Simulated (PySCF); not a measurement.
BHO, SMILES B=O.

Geometry: PBE0-D3(BJ)/def2-TZVPD.

Two levels are set side by side: TDA-PBE/def2-TZVPD (PySCF) and EOM-CCSD/aug-cc-pVDZ (PySCF). Vertical, same geometry; the bases differ. Differences are taken from unrounded values.

```json
[
 {"quantity": "lowest singlet excitation (eV)", "EOM-CCSD": "8.30", "TDA-PBE": "7.82", "TDA-PBE minus EOM-CCSD": "-0.48"},
 {"quantity": "lowest triplet excitation (TDA for PBE) (eV)", "EOM-CCSD": "7.01", "TDA-PBE": "6.66", "TDA-PBE minus EOM-CCSD": "-0.35"}
]
```

A lower first singlet is the usual sign of a functional without exact exchange. Differences between two approximate levels are no errors against the true value.

Rough cost on one machine, each run with all the roots and properties that it gave: EOM-CCSD against TDA-PBE about 4 times.
